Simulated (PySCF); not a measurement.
**Excitation energy of Co by level of theory**

Co [Ar] 3d7 4s2 (4F) → Co [Ar] 3d8 4s1 (4F), as a difference of total energies. Computed with PySCF 2.14 in aug-cc-pVTZ (8s7p5d3f2g, 93 functions), with the non-relativistic Hamiltonian (point nucleus). Correlated levels: valence: [Ar] frozen. The calculations carry no spin-orbit coupling.

```
           method  excitation energy (cm⁻¹)  difference from reference (cm⁻¹)
              UHF                     13177                             +9812
              LDA                   -5731.5                             -9096
              PBE                   -4667.3                             -8032
             PBE0                   -805.16                             -4170
           r2SCAN                   -2787.1                             -6152
            B3LYP                   -784.08                             -4149
            wB97X                    1527.5                             -1837
              M06                   -477.94                             -3842
            B97-3                    1217.6                             -2147
    MP2 (valence)                   -1114.9                             -4479
SCS-MP2 (valence)                    646.93                             -2718
```

Reference: 3364.5 cm⁻¹ (measured; NIST levels, between the centres of gravity of the two terms).

These non-relativistic numbers lack the scalar-relativistic shift.

Errors of the correlated levels include the incompleteness of this basis and the frozen core.
